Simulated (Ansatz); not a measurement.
Worked example: ideal-gas entropy of HBr (hydrogen bromide)

A linear singlet with charge 0, relaxed at PBE0-D4/def2-TZVP (Ansatz 0.2.0):

```xyz
2

Br   -0.6032    0.2180   -0.3050
H     0.6032   -0.2180    0.3050
```

Harmonic wavenumbers in cm⁻¹: 2668.

Masses in u: Br 79.904, H 1.008. Take T = 298.15 K, p = 1 bar, R = 8.3145 J/(mol K), kT/hc = 207.22 cm⁻¹, rigid rotor and harmonic oscillator.

Task: Compute the standard molar entropy.

Result: 
1. Translation (Sackur–Tetrode): S = R[3/2 ln M + 5/2 ln T − 1.1517] with M = 80.912 gives 163.6 J/(mol K).
2. Rotation: the moment of inertia is 2.008 u Å², so B = 16.8576/I = 8.3936 cm⁻¹; σ = 1; q = kT/(σhcB) = 24.7; S = R(ln q + 1) = 35.0.
3. Vibration: with u = ν̃/207.22, each mode gives R[u/(eᵘ − 1) − ln(1 − e⁻ᵘ)]; the sum is 0.0.
4. Electronic: R ln 1 = 0.0, from the spin multiplicity alone.
5. Sum: 163.6 + 35.0 + 0.0 + 0.0 = 198.6 J/(mol K).

The tabulated value is 198.7 J/(mol K) (CRC Handbook of Chemistry and Physics): the model is off by -0.1.
